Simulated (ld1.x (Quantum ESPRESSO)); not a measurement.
**Reading a pseudo-wave (lanthanum)**

Columns: radius, all-electron u(r) and pseudo u(r) of the 5s shell (level -51.52 eV) of lanthanum in the configuration [Kr] 4d10 4f0 5s2 5p6 5d1 6s0 6p0; PBE, scalar-relativistic, TM scheme, ld1.x (Quantum ESPRESSO) 7.5.

```json
{"r (bohr)": "0.150", "all-electron": "0.1743", "pseudo": "0.1289"}
{"r (bohr)": "0.300", "all-electron": "0.1039", "pseudo": "0.2552"}
{"r (bohr)": "0.450", "all-electron": "-0.4519", "pseudo": "0.3767"}
{"r (bohr)": "0.600", "all-electron": "-0.4427", "pseudo": "0.4906"}
{"r (bohr)": "0.750", "all-electron": "-0.0667", "pseudo": "0.5943"}
{"r (bohr)": "0.900", "all-electron": "0.3587", "pseudo": "0.6846"}
{"r (bohr)": "1.050", "all-electron": "0.6824", "pseudo": "0.7577"}
{"r (bohr)": "1.200", "all-electron": "0.8732", "pseudo": "0.8094"}
{"r (bohr)": "1.350", "all-electron": "0.9497", "pseudo": "0.8357"}
{"r (bohr)": "1.500", "all-electron": "0.9436", "pseudo": "0.8337"}
{"r (bohr)": "1.650", "all-electron": "0.8847", "pseudo": "0.8032"}
{"r (bohr)": "1.800", "all-electron": "0.7968", "pseudo": "0.7473"}
{"r (bohr)": "1.950", "all-electron": "0.6971", "pseudo": "0.6724"}
{"r (bohr)": "2.100", "all-electron": "0.5966", "pseudo": "0.5869"}
{"r (bohr)": "2.250", "all-electron": "0.5020", "pseudo": "0.4992"}
{"r (bohr)": "2.400", "all-electron": "0.4168", "pseudo": "0.4163"}
{"r (bohr)": "2.550", "all-electron": "0.3424", "pseudo": "0.3423"}
{"r (bohr)": "2.700", "all-electron": "0.2787", "pseudo": "0.2787"}
{"r (bohr)": "2.850", "all-electron": "0.2254", "pseudo": "0.2254"}
{"r (bohr)": "3.000", "all-electron": "0.1811", "pseudo": "0.1811"}
{"r (bohr)": "3.150", "all-electron": "0.1448", "pseudo": "0.1448"}
{"r (bohr)": "3.300", "all-electron": "0.1153", "pseudo": "0.1153"}
{"r (bohr)": "3.450", "all-electron": "0.0915", "pseudo": "0.0915"}
{"r (bohr)": "3.600", "all-electron": "0.0723", "pseudo": "0.0723"}
{"r (bohr)": "3.750", "all-electron": "0.0570", "pseudo": "0.0570"}
{"r (bohr)": "3.900", "all-electron": "0.0448", "pseudo": "0.0448"}
```

Q: How many radial nodes do the two functions have?

A: The all-electron 5s function has n − l − 1 = 4 (the table is too coarse to show those close to the nucleus); the pseudo-wave has 0, since the states of the same l below it are removed with the core.

Q: At about which radius was the pseudo-wave matched?

A: 2.75 bohr. The columns agree to 0.0005 from 2.55 bohr on; several derivatives are matched, so the curves merge somewhat inside the radius.

Q: Is the pseudo-wave norm-conserving?

A: Yes: the TM scheme keeps the norm inside the radius equal to the all-electron one, which fixes the energy derivative of the logarithmic derivative at the level.
